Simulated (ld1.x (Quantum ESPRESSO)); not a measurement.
## thulium: one change to a TM potential, before and after

```
Element                 : thulium (Tm)
Generator               : ld1.x (Quantum ESPRESSO) 7.5
Type                    : norm-conserving Troullier–Martins (Kleinman–Bylander form)
Functional              : LDA (PZ)
Relativity              : scalar-relativistic
Frozen core             : [Kr] 4d10 4f13
Valence charge          : 10
Reference configuration : 5s2 5p6 5d0 6s0 6p0 (charge +2)
Partial waves           : 5p (bound): rc 1.75 bohr; 5d (bound, empty): rc 3.10 bohr; 5s (bound): rc 1.65 bohr
Local potential         : the s channel
Core correction         : Bessel-smoothed model core inside 1.30 bohr
```

Change: core correction none.

Cutoffs: the cutoffs (Ry, on a coarse ladder) from which the occupation-weighted sum of valence levels, in a spherical-Bessel basis at the reference potential, stays within 10 and 1 mRy of its value at 400 Ry; they do not see the model core or the augmentation charge, which bear on the density cutoff. Errors are all-electron minus pseudo energies relative to the spin-unpolarised reference configuration. Spin-polarised tests are left out, since the open f shell is frozen unpolarised in the core.

**Question.** How do hardness, ghosts and transferability respond?

**Answer.** The potential gets neither clearly harder nor softer (55 Ry and 90 Ry → 55 Ry and 90 Ry); of the 7 tests that both files solve, the error grows in 7 and shrinks in 0 by more than 15 % and 0.3 meV (median size 306.0 → 686.4 meV); neither file shows a bound ghost. Exchange and correlation are not linear in the density, so unscreening with the valence charge alone errs where core and valence overlap; a model core restores that term.

| quantity | base | changed |
| --- | --- | --- |
| cutoff, loose | 55 Ry | 55 Ry |
| cutoff, tight | 90 Ry | 90 Ry |
| bound ghosts | none | none |
| error for 5s2 5p6 5d0 6s2 6p0, meV [ΔE -18.99 eV] | +385 | +872 |
| error for 5s2 5p6 5d0 6s1 6p0, meV [ΔE -12.31 eV] | +306 | +506 |
| error for 5s2 5p6 5d0 6s1.5 6p0, meV [ΔE -16.33 eV] | +364 | +706 |
| error for 5s1 5p6 5d0 6s2 6p0, meV [ΔE 40.69 eV] | +672 | +1134 |
| error for 5s2 5p6 5d1 6s1 6p0, meV [ΔE -15.88 eV] | +102 | +515 |
| error for 5s2 5p6 5d0 6s1 6p1, meV [ΔE -16.02 eV] | +233 | +673 |
| error for 5s2 5p6 5d0.5 6s1.5 6p0, meV [ΔE -17.44 eV] | +237 | +686 |
| s: phases at 3.35 bohr within 0.05 rad from the reference energy up to (Ry; the scan ends near 5) | -1.6 | -1.6 |
| p: phases at 3.35 bohr within 0.05 rad from the reference energy up to (Ry; the scan ends near 5) | 2.9 | 2.9 |
| d: phases at 3.35 bohr within 0.05 rad from the reference energy up to (Ry; the scan ends near 5) | 0.7 | 0.7 |
